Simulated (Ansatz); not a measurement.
Start from `[NH2][Mo](=[O])(=[O])[OH]` and change one atom or group to get `[NH2][Mo]([NH2])(=[O])=[O]`.

Ansatz, PBE0-D4/def2-TZVP geometries, multiplicity 1. Each molecule was computed in one conformer, which needn't be the lowest.

Elements past krypton have def2 core potentials.

| property | `[NH2][Mo](=[O])(=[O])[OH]` |
| --- | --- |
| HOMO energy (PBE0/def2-TZVPP) / eV | -8.44 |
| LUMO energy (PBE/def2-TZVPP) / eV | -2.77 |
| LUMO energy (ωB97M-V/def2-TZVPP) / eV | 0.24 |
| LUMO energy (B3LYP/def2-TZVPP) / eV | -2.22 |
| LUMO energy (PBE0/def2-TZVPP) / eV | -1.97 |
| size of the dipole moment (PBE/def2-TZVPP) / D | 3.56 |

Problem. Give the same properties after the change, and the shifts. (Estimate.)

Solution. The calculation gave: 
| property | `[NH2][Mo]([NH2])(=[O])=[O]` | shift |
| --- | --- | --- |
| HOMO energy (PBE0/def2-TZVPP) / eV | -7.68 | 0.76 |
| LUMO energy (PBE/def2-TZVPP) / eV | -2.58 | 0.19 |
| LUMO energy (ωB97M-V/def2-TZVPP) / eV | 0.45 | 0.21 |
| LUMO energy (B3LYP/def2-TZVPP) / eV | -2.00 | 0.22 |
| LUMO energy (PBE0/def2-TZVPP) / eV | -1.76 | 0.21 |
| size of the dipole moment (PBE/def2-TZVPP) / D | 3.86 | 0.30 |

With PBE0 the HOMO rises by 0.76 eV and the LUMO rises by 0.21 eV, so the gap narrows by about 0.55 eV. PBE moves the HOMO by 0.69 eV and ωB97M-V by 0.81 eV. The zero-point energy changes by 31.1 kJ/mol with +3 modes. Dipoles are sizes alone; their direction can turn.

B3LYP here is the variant with VWN-RPA as its local correlation; programs differ in this.
